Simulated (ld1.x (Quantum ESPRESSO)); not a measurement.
## Li (Z = 3): excitation energies, all-electron against TM

```
Element                 : Li
Generator               : ld1.x (Quantum ESPRESSO) 7.5
Type                    : norm-conserving Troullier–Martins (Kleinman–Bylander form)
Functional              : LDA (PZ)
Relativity              : scalar-relativistic
Frozen core             : none
Valence charge          : 3
Reference configuration : 1s2 2s1 2p0
Partial waves           : 1s (bound): rc 0.70 bohr; 2p (bound, empty): rc 4.20 bohr
Local potential         : all-electron potential smoothed inside 0.55 bohr (lloc = -1)
Core correction         : none
```

Occupied shells without a wave of their own: 2s. They enter only through the test configuration that unscreens the potential.

Energies are relative to the spin-unpolarised reference configuration 1s2 2s1 2p0; without spin polarisation the order of configurations can differ from experiment. Spin-polarised rows fill each open shell by Hund’s rule, majority spin first.

| valence configuration | charge | ΔE all-electron (eV) | error AE − PS (meV) |
| --- | --- | --- | --- |
| 1s2 2s0.5 2p0 | +0.5 | 2.045 | +2.8 |
| 1s2 2s0 2p1 | 0 | 1.754 | -0.5 |
| 1s1 2s1 2p0 | +1 | 67.377 | +143 |
| 1s2 2s0.5 2p0 (spin-polarised) | +0.5 | 1.953 | +2.7 |

(1) What are ΔE and the potential's error for 1s2 2s0 2p0?

(2) What are ΔE and the potential's error for 1s2 2s1 2p0 (spin-polarised)?

Levels in the configuration 1s2 2s0 2p1:

```tsv
level	all-electron (eV)	pseudo (eV)
1s	-52.543	-52.571
2p	-1.583	-1.582
```

Answers

(1) ΔE = 5.239 eV all-electron; the error (AE − PS) is +7.4 meV.

(2) ΔE = -0.233 eV all-electron; the error (AE − PS) is -0.3 meV.
